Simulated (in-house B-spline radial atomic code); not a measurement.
## Sc3+: [Ne] 3s2 3p6

Computed with a radial B-spline atomic code at the basis-set limit: non-relativistic CAM-B3LYP, spin-polarised, spherical fractional occupations, point nucleus.

Z_r = [3n² - l(l+1)]/(2<r>); Z_e = n√(-2ε); the last column is Slater's effective charge. Values are occupation-weighted means over spin.

| shell | electrons | ε (eV) | <r> (bohr) | Z_r | Z_e | Slater |
| --- | --- | --- | --- | --- | --- | --- |
| 1s | 2 | -4434.8 | 0.07359 | 20.38 | 18.05 | 20.70 |
| 2s | 2 | -514.88 | 0.3457 | 17.36 | 12.30 | 16.85 |
| 2p | 6 | -431.11 | 0.3083 | 16.22 | 11.26 | 16.85 |
| 3s | 2 | -91.196 | 1.063 | 12.70 | 7.77 | 9.75 |
| 3p | 6 | -68.632 | 1.132 | 11.04 | 6.74 | 9.75 |

The least bound orbital is 3p at -68.63 eV, and it is also the most diffuse (<r> = 1.132 bohr).

The density falls to 0.001 bohr⁻³ at 2.74 bohr; Σ<r²> = 12.593 bohr² gives, by the non-relativistic formula and without the paramagnetism of open shells, a Langevin diamagnetic susceptibility of -9.973×10⁻⁶ cm³/mol.
